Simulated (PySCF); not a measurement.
A calculated (M06-2X, PySCF 2.14, dyall-av3z, the spin-free X2C one-electron Hamiltonian (Gaussian nucleus)) atom or ion has these occupied shells.

```tsv
shell	electrons	orbital energy (eV)	rms radius, mean of both spins (bohr)
1s	2	-20.598	1.10
```

Task: Name the element and its charge.

Result: He (helium, neutral), in 1s2, closed-shell 1S.
